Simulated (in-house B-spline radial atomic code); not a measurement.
The numbers below are computed, except where a source is named.
# Softness against transferability: the 1s channel of Be

Be, [He] 2s2, non-relativistic PBE, spherical and spin-unpolarised, from an all-electron radial atomic-structure program (B-spline basis) (atomic units). The all-electron 1s level is ε = -3.902611 hartree and its outer maximum at 0.26 bohr.

Troullier-Martins pseudo-orbitals are made for several radii. The cutoffs (hartree) are the plane-wave energies beyond which the orbital holds less than the named kinetic energy per electron. The phase error is the difference, pseudo minus all-electron, of arctan(R P'/P) at R = 0.67 bohr for all radii, half a hartree below and above the level.

| r_c (bohr) | V_l(0) (hartree) | cutoff for 10 mEh | for 1 mEh | for 0.1 mEh | phase error at ε − 0.5 (mrad) | at ε + 0.5 (mrad) |
| --- | --- | --- | --- | --- | --- | --- |
| 0.2 | -69.36 | > 450 | > 450 | > 450 | 0.0 | 0.0 |
| 0.23 | -60.48 | 376 | > 450 | > 450 | 0.0 | 0.0 |
| 0.26 | -53.66 | 321 | > 450 | > 450 | 0.0 | 0.0 |
| 0.3 | -46.69 | 264 | 426 | > 450 | 0.0 | 0.0 |
| 0.33 | -42.58 | 232 | > 450 | > 450 | +0.1 | 0.0 |
| 0.37 | -38.14 | 197 | 411 | > 450 | +0.1 | +0.1 |

Task: Which radius needs the lowest cutoff for 1 mEh while both phase errors stay within 0.2 mrad?

Result: The radii within that limit are 0.2, 0.23, 0.26, 0.3, 0.33, 0.37 bohr; of these r_c = 0.37 needs the least, 411 hartree, that is 822 Ry or 11184 eV.
